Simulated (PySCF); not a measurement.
Working out the ionisation energy of Ne⁺

Ne⁺ [He] 2s2 2p5 (2P) → Ne²⁺ [He] 2s2 2p4 (3P). Computed with PySCF 2.14 in aug-cc-pVTZ-DK, with the spin-free X2C one-electron Hamiltonian (Gaussian nucleus). Frozen: 1s2. Energies in hartree (1 hartree = 27.21139 eV):

```json
{"part": "UHF", "Ne⁺ (lower)": "-127.947218", "Ne²⁺ (upper)": "-126.504901"}
{"part": "MP2 opposite-spin", "Ne⁺ (lower)": "-0.152242", "Ne²⁺ (upper)": "-0.110220"}
{"part": "MP2 same-spin", "Ne⁺ (lower)": "-0.048022", "Ne²⁺ (upper)": "-0.034964"}
```

Q: What does Hartree-Fock give?

A: (-126.504901) − (-127.947218) = 1.442317 hartree = 39.247 eV.

Q: What do MP2 and SCS-MP2 (6/5 opposite-spin, 1/3 same-spin) give?

A: The opposite-spin parts differ by 1.143 eV and the same-spin parts by 0.355 eV. MP2: 39.247 + (1.143) + (0.355) = 40.745 eV. SCS-MP2: 39.247 + 1.2 × (1.143) + (0.355)/3 = 40.737 eV.

A first-order spin-orbit estimate adds -0.005 eV to MP2 (valence), giving 40.740 eV against 40.963 eV (measured; NIST Atomic Spectra Database, ionization energies).

What remains against the reference includes basis incompleteness, the frozen core and correlation beyond second order.
